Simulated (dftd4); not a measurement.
dftd4 was given this input:
```
$ dftd4 mol.xyz --func blyp --charge -1 --json dftd4.json --noedisp --property

# file mol.xyz
5

Si    -0.12910000    -0.00570000    -0.00460000
Cl     1.87810000     0.08360000     0.06760000
H     -0.50430000    -0.99840000    -1.00530000
H     -0.63000000     1.31380000    -0.37260000
H     -0.61480000    -0.39330000     1.31500000
```

**Question.** Estimate the dispersion energy that D4 for blyp in dftd4 returns for this input.

**Answer.** -5.80 kcal/mol

**Question.** What is the computed partial charges in atom order (D4 for blyp)?

**Answer.** Si1 -0.17, Cl2 -0.49, H3 -0.11, H4 -0.11, H5 -0.11
